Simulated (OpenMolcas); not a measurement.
**Ru II: from CASSCF to CASPT2**

```
Program             : OpenMolcas 26.06
Basis               : ANO-RCC-VTZP [7s6p4d2f1g]
Scalar Hamiltonian  : DKH2, point nucleus
Active space        : 7 electrons in 6 orbitals (4d 5s)
State averaging     : 2S+1 = 4 even, 50 roots; 2S+1 = 6 even, 6 roots kept (CI in the orbitals of an earlier block); 2S+1 = 2 even, 105 roots kept (CI in the orbitals of an earlier block)
Spin-orbit coupling : state interaction with AMFI integrals over the reference wave functions, term energies averaged over their components
```

Methods on the same reference wave functions:
A. CASSCF
B. SS-CASPT2, IPEA 0.25 Eh, imaginary shift 0.1 Eh (closed shells correlated: 4s 4p)
C. MS-CASPT2, IPEA 0.25 Eh, imaginary shift 0.1 Eh (closed shells correlated: 4s 4p)
D. XMS-CASPT2, IPEA 0.25 Eh, imaginary shift 0.1 Eh (closed shells correlated: 4s 4p)

Energies in cm-1 above 4d7 4F 9/2, the measured ground level; measured values from NIST Handbook of Basic Atomic Spectroscopic Data.

| Level | A | B | C | D | Measured |
| --- | --- | --- | --- | --- | --- |
| 4d6 5s 6D 9/2 [62 %] | -483 | 6140 | 6210 | 8220 | 9151 |
| 4d7 4F 9/2 [61 %] | 0.0 | 0.0 | 0.0 | 0.0 | 0.0 |
| 4d6 5s 6D 7/2 | 620 | 7090 | 7160 | 9170 | 10150 |
| 4d6 5s 6D 5/2 [70 %] | 1304 | 7440 | 7900 | 9890 | 10852 |
| 4d7 4F 7/2 | 1438 | 1620 | 1633 | 1614 | 1523 |
| 4d6 5s 6D 3/2 [68 %] | 1761 | 7780 | 8380 | 10360 | 11304 |
| 4d7 4F 5/2 | 2479 | 2660 | 2690 | 2670 | 2494 |
| 4d7 4F 3/2 | 3158 | 3310 | 3350 | 3350 | 3104 |
| 4d7 4P 5/2 [70 %] | 10654 | 8540 | 7300 | 8790 | 8257 |
| 4d7 4P 3/2 [57 %] | 11280 | 9110 | 7600 | 9070 | 8478 |
| 4d6 5s 4D 7/2(1) | 13310 | 15840 | 15920 | 18580 |  |
| 4d7 2G 9/2 | 13350 | 11160 | 11240 | 12610 |  |
| 4d6 5s 4D 5/2(1) | 14451 | 17030 | 17100 | 19700 |  |
| 4d7 2G 7/2 | 14794 | 12600 | 12680 | 14150 |  |
| 4d6 5s 4D 3/2(1) | 14946 | 17850 | 17900 | 20430 |  |
| 4d6 5s 4D 1/2(1) | 15428 | 18300 | 18370 | 20850 |  |
| 4d7 2P 3/2 [53 %] | 16793 | 13070 | 13050 | 14410 |  |
| 4d7 2H 11/2 | 18188 | 15490 | 15570 | 16590 |  |
| 4d7 2D 5/2 | 18266 | 14810 | 14900 | 16270 |  |
| 4d7 2P 1/2 | 18876 | 15000 | 15050 | 16270 |  |
| 4d6 5s 4H 13/2 | 19532 | 24230 | 24310 | 26830 |  |
| 4d7 2H 9/2 | 19604 | 16960 | 17030 | 18160 |  |
| 4d6 5s 4H 11/2 | 19777 | 24380 | 24460 | 27000 |  |
| 4d6 5s 4H 9/2 [66 %] | 19998 | 24420 | 24510 | 27080 |  |

A puts 4d6 5s 6D 9/2 [62 %] lowest.

Deviations, from unrounded energies. A percentage is the sum of absolute deviations over the sum of measured energies, with the sign that they share, or ± where signs differ.

```csv
Against measurement,Levels,A,B,C,D
mean absolute deviation (cm-1),9,4800,1600,1600,610
fine structure of the ground term (%),3,±2.2,+6.6,+7.7,+7.2
other terms of the ground configuration (%),2,+31.1,+5.5,-11.0,+6.8
other configurations (%),4,-92.3,-31.4,-28.5,-9.2
```

D lies closest to measurement on these levels and A furthest from it. The largest miss of D in the table is 4d6 5s 6D 7/2, by -980 cm-1. The ranking rests on the paired levels alone, and a cruder setting can come out closer through cancelling errors.

Among B to D the level of the table that moves most is 4d6 5s 4D 7/2(1), by 2700 cm-1 (lowest in B, highest in D). Moves below CASPT2's spread within the term are not significant.

The mean deviations of B to D differ by less than CASPT2's widest spread within a term (2400 cm-1), so their order carries little weight.

From A to B the spin-free energies of the other terms of 4d7 shown, above 4F, scale by factors of 0.73 to 0.83, as is usual when dynamic correlation screens the repulsion within a d or f shell.

The lowest spin-free term lies below A's lowest term by 0.489 hartree in B, 0.489 hartree in C, 0.504 hartree in D.

Term energies are means over components that CASPT2 splits; among the terms shown or strongly mixed into the levels shown the widest spread is 2400 cm-1 (4d7 4F, D). Over all roots computed the reference weight is 0.86 to 0.91 in B, 0.86 to 0.91 in C, 0.83 to 0.91 in D; the roots of lowest weight are the least certain, and an intruder state may touch them. Terms from blocks run as CI alone lack orbitals of their own. Configurations are named by rounded mean occupations; where the s occupation lies near a half they are strongly mixed, a name can repeat and a true partner stay unpaired. A single d shell beside an s shell can misplace configurations of different d count against each other. Without dynamic correlation excited terms often stand tens of per cent too high (terms of higher spin than the ground term too low), and those without a measured partner can miss by more than the paired ones (holds for A). The lowest computed level is not the ground level that NIST lists (4F9/2) (holds for A). Some levels mix across a computed gap that differs much from the measured one, so their mixing is not that of the real levels (holds for B; C; D). Blocks of more than 70 roots (2S+1 = 2 even) ran without multistate coupling (holds for C). The CASPT2 spread within a term exceeds the gap to the next term for 4d6 5s 6D and 4d7 4P, 4d7 2D and 4d7 2H, so the order of their levels is uncertain, and so are names and mixing where such terms share a J (holds for D). Computed and measured levels are paired by configuration, term and J; levels that our copy of the source lacks, or whose pairing is in doubt (as where it misses far off the trend of its configuration), stay unpaired and out of the deviations. Levels of configurations outside the active space are missing. The table leaves out levels that lie high or whose names do not pair safely across all columns.

A share in square brackets marks a mixed level and gives the weight of the term that names it, the lowest over the columns. A number in round brackets counts repeated terms of one configuration in the order of the reference energies.
